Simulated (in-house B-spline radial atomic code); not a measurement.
Two electrons outside the [Ar] 3d10 core: As IV (As3+)

Computed with a B-spline radial code for spherical atoms: configuration interaction (CI) of the two valence electrons in the field of the frozen Dirac-Fock core, alone and with many-body perturbation theory for the core (screened one- and two-electron correlation potentials), Breit and QED terms; no-pair Dirac Hamiltonian, finite nucleus. Labels give the configuration (outer n counted up each series) and the leading LS term, or the jj pair where no LS term holds 70 %.

Excitation energies (cm⁻¹):

| level | purity of the LS term | CI alone | CI + MBPT + Breit + QED | Landé g of the LS mixture |
| --- | --- | --- | --- | --- |
| 4s2 1S0 | 1.0 | 0 | 0 | - |
| 4s4p 3P°0 | 1.0 | 72081 | 75525 | - |
| 4s4p 3P°1 | 0.998 | 73195 | 76673 | 1.50 |
| 4s4p 3P°2 | 1.0 | 75609 | 79192 | 1.50 |
| 4s4p 1P°1 | 0.998 | 111605 | 111809 | 1.00 |
| 4p2 1D2 | 0.895 | 173222 | 179049 | 1.05 |
| 4p2 3P0 | 0.989 | 175922 | 179485 | - |
| 4p2 3P1 | 1.0 | 177361 | 181016 | 1.50 |
| 4p2 3P2 | 0.895 | 179953 | 183920 | 1.45 |
| 4s4d 3D1 | 1.0 | 204699 | 210128 | 0.50 |
| 4s4d 3D2 | 1.0 | 204831 | 210261 | 1.17 |
| 4s4d 3D3 | 1.0 | 205032 | 210464 | 1.33 |
| 4p2 1S0 | 0.989 | ? | ? | ? |
| 4s5s 3S1 | 1.0 | 213833 | 219910 | 2.00 |
| 4s5s 1S0 | 1.0 | ? | ? | ? |
| 4s4d 1D2 | 1.0 | 225488 | 229006 | 1.00 |
| 4s5p 3P°0 | 1.0 | 244550 | 250859 | - |
| 4s5p 3P°1 | 0.961 | 244814 | 251112 | 1.48 |
| 4s5p 3P°2 | 1.0 | 245596 | 251920 | 1.50 |
| 4s5p 1P°1 | 0.961 | 247664 | 253694 | 1.02 |

**Question.** Where does 4p2 1S0 lie?

**Answer.** 207929 cm⁻¹ in CI alone and 211135 cm⁻¹ with all corrections.

**Question.** Where does 4s5s 1S0 lie?

**Answer.** 220286 cm⁻¹ in CI alone and 226055 cm⁻¹ with all corrections.

**Question.** What is the first ionisation energy?

**Answer.** 49.712 eV to the 4s1/2 state of the next ion (48.795 eV from CI alone). NIST lists 50.15 ± 0.06 eV (measured).

Some electric-dipole lines (reduced elements in atomic units, length form; vacuum wavelengths from the computed energies):

```
    upper      lower  D bare (size)  D with core polarisation (size)  λ (nm)  A (s⁻¹)
4s4p 3P°1    4s2 1S0          0.102                           0.0949  130.42  2.7e+06
4s4p 1P°1    4s2 1S0           2.38                             2.23  89.438  4.7e+09
  4p2 1D2  4s4p 3P°1          0.594                            0.552  97.679  1.3e+08
  4p2 3P0  4s4p 3P°1           1.43                             1.33  97.265  3.9e+09
  4p2 3P1  4s4p 3P°0           1.44                             1.34  94.796  1.4e+09
  4p2 3P1  4s4p 3P°1           1.24                             1.15  95.838    1e+09
  4p2 3P2  4s4p 3P°1            1.5                             1.39  93.242  9.7e+08
 4s4d 3D1  4s4p 3P°0           1.62                             1.55  74.293    4e+09
 4s4d 3D1  4s4p 3P°1           1.41                             1.35  74.931  2.9e+09
 4s4d 3D2  4s4p 3P°1           2.44                             2.34  74.857  5.3e+09
```

Weak lines are less accurate than strong ones.
